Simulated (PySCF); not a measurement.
C3H5ClOSi, SMILES Cl[Si@@H]1CC=CO1. Atoms are numbered in the order given.

```xyz
11

Cl     1.8807    -0.0318    -0.9403
Si     0.4754    -0.0787     0.5827
C     -0.8862    -1.3538     0.2876
C     -2.0429    -0.4311    -0.0492
C     -1.7889     0.8808     0.0784
O     -0.5371     1.2823     0.4859
H      1.2105    -0.0709     1.8646
H     -1.0865    -1.9647     1.1866
H     -0.6435    -2.0540    -0.5288
H     -3.0165    -0.8032    -0.3734
H     -2.4856     1.7006    -0.1098
```

The structure is a stationary point at B3LYP-D3(BJ)/def2-SVP. The structure was generated by enumeration; whether it is a known compound was not checked. Other conformers were not sampled.

All values below come from r2SCAN/def2-TZVP (PySCF).

Gas-phase values at a fixed geometry.

```json
{
  "total_energy": "-942.25838 hartree",
  "highest_occupied_level": "-5.82 eV",
  "lowest_empty_level": "-0.46 eV",
  "orbital_gap": "5.36 eV",
  "dipole_moment": "1.92 D",
  "quadrupole, principal values (traceless, Buckingham form, about the centre of nuclear charge)": "-3.58, 0.20, 3.38 D·Å",
  "mean_static_polarisability": "70.0 bohr³ (10.37 Å³)",
  "polarisability_principal_values": "59.9, 68.8, 81.3 bohr³"
}
```
